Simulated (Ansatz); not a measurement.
`CC1=CB1`, 9 atoms. The species carries charge 0 and has multiplicity 1. All runs use 2 threads of an Arm Neoverse V1 on a shared host. Correlated methods freeze the cores. Open-shell runs search over several starts.

**Question.** How many basis functions does each run have, and how long does it take in Ansatz? UKS ωB97M-V/def2-TZVPP energy of the cation; UKS PBE-D4/def2-TZVPP energy of the cation; UHF-MP2/def2-QZVPP energy of the cation; UKS B3LYP-D4/def2-TZVPP energy of the cation; RHF-CCSD(T)/def2-SVP energy; RKS PBE0-D4/def2-QZVPP energy; UKS ωB97X-V/def2-TZVPP energy of the cation; UKS PBE0-D4/def2-TZVPP energy of the cation; RKS HSE06 (plane-wave form)-D4/def2-TZVPP energy; UKS B2PLYP (frozen core)/def2-TZVPP energy of the cation; RKS PBE0-D4/def2-SVP energy; RKS PBE0-D4/def2-TZVP relaxation (4 steps). (An estimate is asked.)

**Answer.** The calculation gave: Other jobs shared the machine, so times are rough.

```tsv
level	job	functions	wall time	peak host memory (GiB)
RKS PBE0-D4/def2-SVP	energy	81	0.95 s	0.13
RHF-CCSD(T)/def2-SVP	energy	81	2.1 s	0.26
RKS HSE06 (plane-wave form)-D4/def2-TZVPP	energy	194	2.9 s	0.37
UKS PBE-D4/def2-TZVPP	energy of the cation	194	6 s	0.26
RKS PBE0-D4/def2-QZVPP	energy	378	6 s	0.81
UKS PBE0-D4/def2-TZVPP	energy of the cation	194	8 s	0.42
UKS B3LYP-D4/def2-TZVPP	energy of the cation	194	8 s	0.42
UKS B2PLYP (frozen core)/def2-TZVPP	energy of the cation	194	13 s	0.45
RKS PBE0-D4/def2-TZVP	relaxation (4 steps)	154	13 s	0.27
UKS ωB97X-V/def2-TZVPP	energy of the cation	194	35 s	0.72
UKS ωB97M-V/def2-TZVPP	energy of the cation	194	40 s	0.76
UHF-MP2/def2-QZVPP	energy of the cation	378	82 s	1.7
```

B3LYP here is the variant with VWN-RPA as its local correlation; programs differ in this.
